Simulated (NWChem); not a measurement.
System: C$_{2}$H$_{6}$O$_{2}$Si; SMILES O=C[SiH2]CO

Input file for NWChem:

```
start job
memory heap 200 mb stack 900 mb global 1100 mb
geometry units angstroms noautosym nocenter noautoz
  O     -0.957930     2.084899     0.235145
  C      0.205904     1.842516     0.022080
  Si     0.831113     0.012588    -0.042491
  C     -0.682496    -1.130313    -0.096339
  O     -0.344030    -2.494147     0.038736
  H      0.932774     2.690314    -0.131334
  H      1.742891    -0.171810    -1.212301
  H      1.626002    -0.242070     1.203085
  H     -1.429773    -0.788759     0.646687
  H     -1.172565    -1.011765    -1.076670
  H     -0.017408    -2.636107     0.933169
end
basis spherical
  * library pcsseg-1
end
dft
  xc xpbe96 cpbe96
  iterations 150
end
property
  shielding
end
task dft property
```

The geometry was optimised at PBE0/def2-SVP.

GIAO values for the isolated, static molecule; σ is the absolute isotropic shielding, δ = σ(reference) − σ with the isolated reference molecule computed at the same levels (13C: tetramethylsilane, 1H: tetramethylsilane, 17O: water, 29Si: tetramethylsilane).

Atoms are numbered as in the input.

### Question
What results follow from this input? (PBE/pcSseg-1, GIAO.) Quantities: δ O1 (ppm); δ C2 (ppm); δ Si3 (ppm); δ C4 (ppm); δ H6 (ppm); δ H8 (ppm); δ H11 (ppm).

### Answer
```json
{
  "δ O1 (ppm)": "936.8",
  "δ C2 (ppm)": "244.8",
  "δ Si3 (ppm)": "-66.4",
  "δ C4 (ppm)": "51.9",
  "δ H6 (ppm)": "12.47",
  "δ H8 (ppm)": "4.16",
  "δ H11 (ppm)": "-1.48"
}
```
